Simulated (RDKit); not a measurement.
A run for RDKit: UFF on CH5ClGe (SMILES [CH3][GeH2][Cl]), a point of a torsion scan.

```python
from rdkit import Chem
from rdkit.Chem import AllChem, rdDetermineBonds

blocks = [
'''8

C    -1.06431086    0.15260340    0.04136250
Ge    0.85946772   -0.26516956   -0.05361437
Cl    1.10884745   -2.33484363    0.21450572
H    -1.46461090   -0.14028976    1.00930069
H    -1.60535196   -0.39379425   -0.72781069
H    -1.24495153    1.21402420   -0.09880035
H     1.47119406    0.09307287   -1.38886378
H     1.66335003    0.42896716    1.02217820
''',
]
mol = None
for b in blocks:
    f = Chem.MolFromXYZBlock(b)
    rdDetermineBonds.DetermineBonds(f, charge=0)
    mol = f if mol is None else Chem.CombineMols(mol, f)
Chem.SanitizeMol(mol)
print(Chem.MolToSmiles(Chem.RemoveHs(mol)))
ff = AllChem.UFFGetMoleculeForceField(mol, vdwThresh=100.0, ignoreInterfragInteractions=False)
e = ff.CalcEnergy()
print(f'UFF energy {e:.6f} kcal/mol')
```

It printed:

```
[CH3][GeH2][Cl]
UFF energy 2.012518 kcal/mol
```

The run finished.

Cost: around 0.020 core-seconds (rough).
